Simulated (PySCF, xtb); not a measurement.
sesquifulvalene (C12H10), SMILES C1=CC=CC(=C2C=CC=C2)C=C1.

Harmonic wavenumbers (cm⁻¹) from GFN2-xTB run with xtb at its own minimum, in rising order: 36, 66, 143, 159, 249, 285, 334, 415, 428, 506, 526, 535, 543, 603, 743, 769, 781, 787, 804, 814, 841, 846, 846, 848, 876, 927, 930, 944, 976, 1006, 1043, 1079, 1111, 1130, 1184, 1248, 1253, 1273, 1283, 1322, 1345, 1362, 1395, 1437, 1495, 1552, 1571, 1578, 1583, 1641, 3042, 3043, 3052, 3065, 3076, 3078, 3118, 3124, 3136, 3141.

Problem. What does PBE-D3(BJ)/def2-SVP run with PySCF 2.14.0 give at its own minimum? (An estimate is asked for; the answer gives what the named calculation found.)

Solution. 51, 71, 162, 172, 267, 304, 350, 418, 441, 531, 536, 561, 584, 626, 662, 727, 782, 793, 800, 828, 844, 862, 876, 879, 891, 935, 963, 979, 985, 999, 1006, 1025, 1065, 1085, 1165, 1212, 1234, 1242, 1283, 1329, 1353, 1382, 1412, 1440, 1464, 1542, 1546, 1584, 1592, 1641, 3090, 3095, 3104, 3117, 3130, 3131, 3141, 3152, 3168, 3173. Paired by order, the mean absolute difference is 24 cm⁻¹ and the zero-point energies are 109.1 and 109.8 kcal/mol.
